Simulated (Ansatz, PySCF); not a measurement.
Molecule: C4H5N, charge 0, multiplicity 1. SMILES: N#C/C=C\C
Coordinates optimised at B3LYP-D3(BJ)/def2-TZVP (Ansatz, a first-principles code):
```xyz
10

C     -1.8122    -0.0744     0.0629
C     -0.6993    -1.0628     0.0570
C      0.6056    -0.7788     0.0044
C      1.1118     0.5510    -0.0546
N      1.5346     1.6227    -0.1026
H     -1.4497     0.9516     0.0183
H     -2.4782    -0.2482    -0.7869
H     -2.4197    -0.1928     0.9645
H     -0.9762    -2.1110     0.0994
H      1.3467    -1.5680     0.0047
```
Charge 0, spin multiplicity 1.

Quantity: enthalpy of formation at 298 K, in kcal/mol. Set-up: 6-31G* and kin with 6d, 5d where marked; dispersion terms only where a functional's name holds one; non-relativistic; 6-311+G** with 5d; no spin-orbit coupling; open shells spin-unrestricted. First-principles rows: single points at B3LYP-D3(BJ) geometries (Ansatz), with unscaled harmonic terms from B3LYP/6-31G* (Ansatz) at its own minima, enthalpies of formation by atomisation with measured atoms. The Hartree-Fock reference of C/C=C\C#N is unstable towards a lower, spin-broken solution.

| level | program | enthalpy of formation at 298 K (kcal/mol) |
|---|---|---|
| HF/STO-3G | Ansatz | 239.4 |
| PBE/STO-3G | Ansatz | -138.0 |
| B3LYP/3-21G | Ansatz | 62.5 |
| B3LYP/6-31G* | Ansatz | 41.6 |
| B3LYP/6-31G** | Ansatz | 37.0 |
| PBE0/6-311+G** | Ansatz | 35.9 |
| M06-2X/6-31G* (5d) | PySCF | 36.8 |
| PBE/def2-TZVPD | Ansatz | 3.2 |
| r2SCAN-D4/def2-TZVPD | Ansatz + dftd4 | 35.9 |

No value to compare with is used here. The 7 habitual levels span -138.0 (PBE/STO-3G) to 239.4 kcal/mol (HF/STO-3G); PBE/def2-TZVPD gives 3.2.

The levels are drawn from those run, B3LYP/6-31G* more often than the rest, none by its result; left out are runs that failed, that the program found above a lower state of the same kind, or whose <S^2> lies over 0.5 above the pure value.
